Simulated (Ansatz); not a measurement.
Geometry optimisation, RKS PBE-D4/STO-3G in Ansatz 0.2.0.

Input file:

```yaml
crystal:
  periodic: [false, false, false]
  atoms:
    - { symbol: O, position_ang: [-1.4741, 0.8388, 0.1462] }
    - { symbol: C, position_ang: [-0.8992, -0.2819, -0.3299] }
    - { symbol: Al, position_ang: [-0.6379, -1.5174, 1.1911] }
    - { symbol: Si, position_ang: [0.8212, 0.1516, -1.1376] }
    - { symbol: P, position_ang: [1.9645, 1.4496, 0.1462] }
    - { symbol: H, position_ang: [-1.8872, 1.362, -0.6663] }
    - { symbol: H, position_ang: [-1.5157, -0.8041, -1.0606] }
    - { symbol: H, position_ang: [0.913, -1.9671, 1.5789] }
    - { symbol: H, position_ang: [-1.8487, -2.0256, 2.0946] }
    - { symbol: H, position_ang: [1.4925, -1.0939, -1.3974] }
    - { symbol: H, position_ang: [0.4752, 0.8426, -2.3781] }
    - { symbol: H, position_ang: [1.8121, 0.6435, 1.3656] }
    - { symbol: H, position_ang: [0.8048, 2.3672, 0.4622] }
basis:
  gaussian: { orbitals: STO-3G }
hamiltonian:
  xc: pbe
  dispersion: d4
relax:
  f_tol: 0.02
  max_steps: 40
scf:
  lower_state_search: "off"
```

Launched with:

```bash
$ ansatz run input.yaml --threads 1 --pin off --max-ram 2048MiB --backend cpu --events-out ev --progress --plain --runs-dir out
```

Question: Where does it end, and by what steps?

Answer: The run converged. Limits of this set-up: minimal basis. After 27 steps the energy has fallen by 1.168 eV; H9 moved furthest, 1.87 Å.

```
step  energy less start (eV)  largest force component (eV/Å)  accepted
   0                  0.0000                           5.475       yes
   1                 -0.8532                           1.447       yes
   2                 -0.9792                           0.672       yes
   3                 -0.9634                           0.890        no
   4                 -1.0177                           0.134       yes
   5                 -1.0246                           0.062       yes
   6                 -1.0302                           0.196       yes
   7                 -1.0271                           0.423        no
   8                 -1.0338                           0.156       yes
   9                 -1.0422                           0.097       yes
  10                 -1.0503                           0.128       yes
  11                 -1.0500                           0.301        no
  12                 -1.0571                           0.100       yes
  13                 -1.0632                           0.070       yes
  14                 -1.0697                           0.179       yes
  15                 -1.0750                           0.367       yes
  16                 -1.0830                           0.290       yes
  17                 -1.0929                           0.268       yes
  18                 -1.1142                           0.269       yes
  19                 -1.1425                           0.155       yes
  20                 -1.1388                           0.203        no
  21                 -1.1533                           0.287       yes
  22                 -1.1619                           0.129       yes
  23                 -1.1599                           0.248        no
  24                 -1.1643                           0.127       yes
  25                 -1.1670                           0.035       yes
  26                 -1.1669                           0.078        no
  27                 -1.1678                           0.010       yes
```

```xyz
13
Properties=species:S:1:pos:R:3
O -1.961 0.618 -0.230
C -0.890 -0.396 -0.427
Al -0.347 -1.105 1.309
Si 0.736 0.307 -1.169
P 1.951 1.074 0.554
H -2.184 0.895 -1.209
H -1.242 -1.219 -1.101
H 0.498 -2.361 1.298
H -0.880 -0.511 2.593
H 1.504 -0.735 -1.842
H 0.524 1.390 -2.124
H 1.397 0.045 1.413
H 0.913 1.965 0.949
```

Whether the end is a true minimum wasn't checked by a vibrational analysis.

Run time: 92 s on 1 thread of Arm Neoverse V1, on a shared host, peak memory 0.17 GiB.
